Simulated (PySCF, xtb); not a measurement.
C₄H₉NO, SMILES CO/C=C/CN.

GFN2-xTB (xtb) at its own geometry gives an orbital gap of 4.71 eV and a dipole moment of 2.08 D.

The structure is a stationary point at PBE0-D3(BJ)/def2-SVP. One conformer was computed; it need not be the lowest.

What does PBE/def2-TZVP (PySCF) give? (Estimate from the structure and the level; the computed values follow.)

gap 4.88 eV (levels -5.08 and -0.21 eV), dipole 2.02 D.
